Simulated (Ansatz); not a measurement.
(1) Predict a relaxed structure of MgI₂, charge 0, singlet, at r2SCAN-D4/def2-TZVP (Ansatz).

Results:

(1) 
```xyz
3

Mg   -0.002    0.000   -0.001
I    -0.738    1.976    1.397
I     0.741   -1.975   -1.396
```
Point group D∞h (tolerance 0.1 Å). This is one stationary point.

In the def2 sets I takes a core potential; there is no spin–orbit coupling.
